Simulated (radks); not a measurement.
Fractional charge and spin in the 4s shell of selenium: the spin-up occupation runs from 0 to 1 and the spin-down occupation from 0 to 1; the fullest corner is Se+, [Ar] 3d10 4p(up 1.5, down 1.5) 4s(up 1, down 1). Method: non-relativistic Kohn-Sham, PBE, spin-polarised, spherical densities, point nucleus; computed with a radial shooting solver on a logarithmic mesh with Libxc functionals. Energy (eV) minus the two flat planes that join the four corners (they meet along the diagonal where the two added fractions sum to one electron); zero is where a piecewise linear energy would lie.

down \ up       0    0.25     0.5    0.75       1
0           0.000  -1.104  -1.467  -1.096   0.000
0.25       -1.104  -1.387  -0.941   0.226  -1.021
0.5        -1.467  -0.941   0.301  -0.875  -1.354
0.75       -1.096   0.226  -0.875  -1.283  -1.010
1           0.000  -1.021  -1.354  -1.010   0.000

Corners above the fullest one (they belong to Se2+ and the next ion): (up 1, down 0) 31.583 eV, (up 0, down 1) 31.583 eV, (up 0, down 0) 75.666 eV. With half an added electron in each spin the energy lies 0.301 eV from the planes, and with half an added electron in spin up alone -1.467 eV. The planes are only a guide here: the flat-plane condition holds for ground states with one frontier orbital, while this shell lies below other occupied shells, so the corners above the fullest one are inner-hole states and not the ground states of those ions.
